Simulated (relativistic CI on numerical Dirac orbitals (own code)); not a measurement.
## Radial parameters of Cs²⁶⁺

Method of calculation: Dirac-Coulomb-Breit CI, KLI orbitals optimised for each configuration, QED by a radiative potential, unscaled Slater integrals (own radial code, finite nucleus).

Slater integrals F^k, G^k are unscaled and averaged over j, outside the closed core [Ar]; ζ comes from projecting the Hamiltonian with its Breit term on Σ l·s of the shell.

- 3d10.4p: ζ(4p) = 108400 cm⁻¹; <r>(4p) = 0.623, <r^2>(4p) = 0.4383 (bohr units).
- 3d10.4d: ζ(4d) = 12918 cm⁻¹; <r>(4d) = 0.6306, <r^2>(4d) = 0.4542 (bohr units).
- 3d10.4f: ζ(4f) = 1327 cm⁻¹; <r>(4f) = 0.605, <r^2>(4f) = 0.4127 (bohr units).

Averages of the first 10 configurations, taken without configuration mixing, which lowers the lowest level and can move excited configurations by several eV; other configurations of the list can lie among them:

```json
{"Configuration": "3d10.4s", "Parity": "even", "States": "2", "Average energy above the lowest level (eV)": "0.0"}
{"Configuration": "3d10.4p", "Parity": "odd", "States": "6", "Average energy above the lowest level (eV)": "68.6"}
{"Configuration": "3d10.4d", "Parity": "even", "States": "10", "Average energy above the lowest level (eV)": "166.9"}
{"Configuration": "3d10.4f", "Parity": "odd", "States": "14", "Average energy above the lowest level (eV)": "263.8"}
{"Configuration": "3d10.5s", "Parity": "even", "States": "2", "Average energy above the lowest level (eV)": "380.0"}
{"Configuration": "3d10.5p", "Parity": "odd", "States": "6", "Average energy above the lowest level (eV)": "411.9"}
{"Configuration": "3d10.5d", "Parity": "even", "States": "10", "Average energy above the lowest level (eV)": "457.3"}
{"Configuration": "3d10.5f", "Parity": "odd", "States": "14", "Average energy above the lowest level (eV)": "499.7"}
{"Configuration": "3d10.5g", "Parity": "even", "States": "18", "Average energy above the lowest level (eV)": "516.4"}
{"Configuration": "3d9.4p2", "Parity": "even", "States": "150", "Average energy above the lowest level (eV)": "763.3"}
```
